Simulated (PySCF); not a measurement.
**Radial density of Cr⁻ (chromium, charge -1)**

B2PLYP, [Ar] 3d5 4s2, high-spin 6S determinant. Computed with PySCF 2.14 in def2-QZVPPD, with the non-relativistic Hamiltonian (point nucleus).

```csv
r (bohr),4πr²ρ (e/bohr),4πr²(ρα − ρβ)
0.00113,0.1416,0.0000
0.00190,0.3861,0.0000
0.00320,1.027,0.0000
0.00538,2.616,0.0000
0.00905,6.208,-0.0001
0.0152,13.08,-0.0001
0.0256,22.62,-0.0001
0.0430,28.55,0.0004
0.0724,24.32,0.0037
0.122,23.21,0.0283
0.205,31.33,0.2026
0.345,17.93,1.0167
0.580,11.09,2.7642
0.975,11.83,3.3067
1.64,3.423,1.7944
2.76,0.9254,0.5384
4.64,0.4059,0.0449
7.80,0.1031,-0.0304
13.1,0.0005812,-0.0002
```

At B2PLYP the highest occupied level has a positive energy, so only the finite basis holds that electron; in a semilocal or global hybrid functional this comes from self-interaction and does not mean that the real anion is unbound.

**Question.** Where is the radial spin density 4πr²(ρα − ρβ) most negative, and why is it negative at all?

**Answer.** Around r = 7.80 bohr, down to -0.0304 e/bohr: exchange with the open shell polarises the paired shells in an unrestricted calculation.
